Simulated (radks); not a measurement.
Isoelectronic series with 4 electrons, each ion in its NIST ground configuration. All-electron calculation, non-relativistic Kohn-Sham, r2SCAN, spin-polarised, spherical densities, point nucleus; meta-GGA in the generalised Kohn-Sham scheme. Program: a radial shooting solver on a logarithmic mesh with Libxc functionals. Total energies (hartree) and orbital eigenvalues (Ry):

ion,configuration,E (hartree),2s,1s
Be,[He] 2s2,-14.64909,-0.42231,-7.98323
F5+,[He] 2s2,-88.00709,-10.62678,-60.47595
Si10+,[He] 2s2,-223.87772,-33.37208,-163.0405
K15+,[He] 2s2,-422.24897,-68.62117,-315.6144
Cr20+,[He] 2s2,-683.12019,-116.3711,-518.1915
Cu25+,[He] 2s2,-1006.49132,-176.6213,-770.7701
Se30+,[He] 2s2,-1392.36238,-249.3715,-1073.349
Ru40+,[He] 2s2,-2351.60432,-432.3720,-1828.510
In45+,[He] 2s2,-2924.97524,-542.6223,-2281.090
